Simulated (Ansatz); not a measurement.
Species: GeF2, net charge 0, singlet state. 
Geometry from a B3LYP-D3(BJ)/def2-TZVP (Ansatz, a first-principles code) optimisation:
```
Ge
F 1 1.7583
F 1 1.7583 2 97.40
```

Computed values are from Ansatz. Correlated levels leave the core frozen unless marked. Open shells are spin-unrestricted. No spin-orbit coupling. The frozen core is the preceding noble-gas configuration, with the filled d and f shells of earlier blocks. Non-relativistic. Basis-set limits of correlation are two-point, X^-3; Hartree-Fock from the larger set. [CCSD(T)-MP2]/basis is that difference in the basis named.

| Property | Result |
|---|---|
| atomisation energy De | 1091.4 kJ/mol at CCSD(T)/CBS(cc-pVTZ,cc-pVQZ) |
| vertical ionisation energy (to the doublet) | 11.76 eV at RI-MP2/CBS(aug-cc-pVTZ,aug-cc-pVQZ)+[CCSD(T)-MP2]/aug-cc-pVTZ |
| vertical electron affinity (to the doublet; negative means unbound) | 0.64 eV at RI-MP2/CBS(aug-cc-pVTZ,aug-cc-pVQZ)+[CCSD(T)-MP2]/aug-cc-pVTZ |
| vertical triplet-singlet gap | 3.64 eV at RI-MP2/CBS(aug-cc-pVTZ,aug-cc-pVQZ)+[CCSD(T)-MP2]/aug-cc-pVTZ |
| total energy | -2275.1824 Eh at CCSD(T)/CBS(cc-pVTZ,cc-pVQZ) |
| dipole moment | 2.67 D at CCSD(T)/aug-cc-pVDZ |
| T1 diagnostic | 0.016 at CCSD/cc-pVQZ |
